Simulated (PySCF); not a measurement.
## SrIn at M06

Computed with M06; Sr def2-SVP with ECP28, In def2-SVP with ECP28; scalar-relativistic core potentials (PySCF 2.14).

| Quantity | Value |
| --- | --- |
| state | ²Π (doublet), unpaired electrons π ↑ |
| bond length | 3.434 Å |
| harmonic wavenumber | 95.0 cm⁻¹ |
| force constant | 0.265 mdyn/Å |
| rotational constant Be | 0.02870 cm⁻¹ |
| anharmonicity ωexe | 0.405 cm⁻¹ |
| vibration–rotation constant αe | 0.000139 cm⁻¹ |
| well depth De to Sr + In | 0.63 eV |
| dissociation energy D0 | 0.62 eV |
| bond order (Mayer) | 1.01 |
| dipole moment (positive dipole means Sr(−)In(+)) | -2.00 D |

These are scalar-relativistic numbers at best; spin–orbit coupling would shift them, the dissociation energy most. The state was picked by a PBE0 search and need not be the measured ground state.
